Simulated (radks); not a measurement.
These are the eigenvalues of the occupied orbitals of an atom or ion with whole-number occupations (eV). Calculated with a radial shooting solver on a logarithmic mesh with Libxc functionals: scalar-relativistic Kohn-Sham, LDA (Slater exchange, Perdew-Wang correlation), spin-polarised, spherical densities, finite nucleus; Fermi nuclear charge, rms radius of each element as measured or else 0.836 A^(1/3) + 0.57 fm.

| orbital | eigenvalue |
|---|---|
| 1s up | -73831.42 |
| 1s down | -73831.42 |
| 2s up | -12899.10 |
| 2s down | -12898.83 |
| 2p up | -11246.03 |
| 2p down | -11245.81 |
| 3s up | -3036.801 |
| 3s down | -3036.672 |
| 3p up | -2551.194 |
| 3p down | -2551.057 |
| 3d up | -2006.718 |
| 3d down | -2006.516 |
| 4s up | -676.6137 |
| 4s down | -676.3373 |
| 4p up | -517.1943 |
| 4p down | -516.9155 |
| 4d up | -318.9684 |
| 4d down | -318.6321 |
| 5s up | -138.2151 |
| 5s down | -136.1108 |
| 4f up | -98.5587 |
| 4f down | -98.0128 |
| 5p up | -97.0968 |
| 5p down | -94.5171 |
| 5d up | -49.6892 |

Which element is it, and in what charge state? The configuration may be excited. Open shells, if any, are filled with parallel spins first.

Answer. Z = 76, osmium, charge +4: Os4+ in [Xe] 4f14 5d4. The list shows which subshells hold electrons but not how many an open one holds; the 1s level, -2713.3 hartree, gives Z - s = 73.7 by -(Z - s)^2/2, which with screening and relativity narrows Z to a few neighbours, and the depths of the outer levels then fix element, charge and occupations together.
